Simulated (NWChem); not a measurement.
SiNH$_{2}$Cl, singlet; SMILES N[Si]Cl

```xyz
5

Si     0.7247     0.5943     0.0000
Cl    -0.1493    -1.3357     0.0000
N     -0.7260     1.5052     0.0000
H     -1.6684     1.1226     0.0000
H     -0.7135     2.5210     0.0000
```
Atoms are numbered in this order, from 1.

Computed with NWChem. Geometry optimised at PBE0/def2-SVP; all other runs use it. Low-valent species are run as closed-shell singlets; no triplet was tried in these runs.

| quantity | level | value |
|---|---|---|
| isotropic polarisability (bohr³), static | B3LYP/def2-SVPD | ? |
| vertical, lowest excitation, singlet (eV) | B3LYP/def2-SVPD, TDA | ? |
| solvation free energy (kcal/mol) in water | PBE0/def2-SVP, SMD | -3.1 |
| −ε(HOMO) (eV) | B3LYP/def2-SVP | 6.78 |
| dipole (D) | PBE0/def2-SVP | ? |
| highest harmonic frequency (cm⁻¹) | PBE0/def2-SVP | 3690 |

Complete the blanks.


- isotropic polarisability (bohr³), static, value: 54.3
- vertical, lowest excitation, singlet (eV), value: 4.80
- dipole (D), value: 2.88
